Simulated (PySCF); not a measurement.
# Electron correlation in Rh²⁺ (rhodium, charge +2)

[Kr] 4d6 5s1, high-spin 6D determinant (an excited configuration). Calculation: PySCF 2.14, in x2c-QZVPPall; scalar relativity by spin-free X2C-1e. Frozen: [Ar] 3d10; 15 electrons correlated.

MP2 pair energies summed by pair of shells (mhartree):

| pair | energy | share (%) |
| --- | --- | --- |
| 4p-4d | -176.25 | 37.8 |
| 4d-4d | -109.75 | 23.6 |
| 4p-4p | -69.82 | 15.0 |
| 4s-4p | -32.08 | 6.9 |
| 4d-5s | -29.55 | 6.3 |
| 4s-4d | -27.20 | 5.8 |
| 4p-5s | -14.99 | 3.2 |
| 4s-4s | -4.98 | 1.1 |
| 4s-5s | -1.22 | 0.3 |

Total MP2 correlation energy: -465.83 mhartree.

Same-spin part -160.88 and opposite-spin part -304.95 mhartree; SCS-MP2 scales them by 1/3 and 6/5 to -419.57 mhartree.

This basis was not built for core-valence correlation, so the inner-shell part is incomplete.
